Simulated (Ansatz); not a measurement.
A nudged elastic band was laid between two geometries of BBrClHS (5 atoms, charge 0, multiplicity 1).

Computed with RKS B3LYP-D4/def2-SVP in Ansatz.

```
movable images  : 5
climbing image  : yes
spring          : 5.0 eV/Å²
optimiser       : quadratic models (default)
start path      : IDPP
force threshold : 0.5 eV/Å
iteration limit : 60
end points      : relaxed
```

Image 0:

```xyz
5
Properties=species:S:1:pos:R:3
S 0.342 1.349 0.328
B 0.142 -0.430 0.178
Cl 1.013 -1.447 1.315
Br -0.976 -1.239 -1.166
H -0.470 1.694 -0.697
```

Image 6:

```xyz
5
Properties=species:S:1:pos:R:3
S -0.227 1.346 -0.376
B -0.102 -0.427 -0.125
Cl 0.886 -1.146 1.141
Br -1.108 -1.555 -1.314
H 0.601 1.708 0.633
```

Which bonds break or form, and what moves?

No bond is made or broken. The dihedral H5–S1–B2–Br4 goes from 0 to 180°.

Give the energies along the band, and the barrier.

The run converged. The highest image is number 3 of 0 to 6, 0.60 eV above the first end and 0.61 eV above the last; the last end lies 0.00 eV below the first. The threshold of 0.5 eV/Å is loose, so the images may lie well off the minimum-energy path. The order of the stationary point at the top wasn't checked.

```
image  path coordinate (Å)  energy (eV)  dihedral H5–S1–B2–Br4 (°)
    0                 0.00         0.00                          0
    1                 0.45         0.15                         28
    2                 0.90         0.45                         61
    3                 1.36         0.60                         93
    4                 1.81         0.44                        123
    5                 2.26         0.14                        152
    6                 2.71         0.00                        180
```

What is the geometry of the highest image?


```xyz
5
Properties=species:S:1:pos:R:3
S 0.617 1.274 -0.293
B 0.114 -0.465 0.013
Cl 0.449 -1.219 1.572
Br -0.618 -1.593 -1.377
H -0.512 1.929 0.043
```

Time of the run: 73 s on 1 thread of Arm Neoverse V2, on a shared host, peak memory 0.18 GiB.
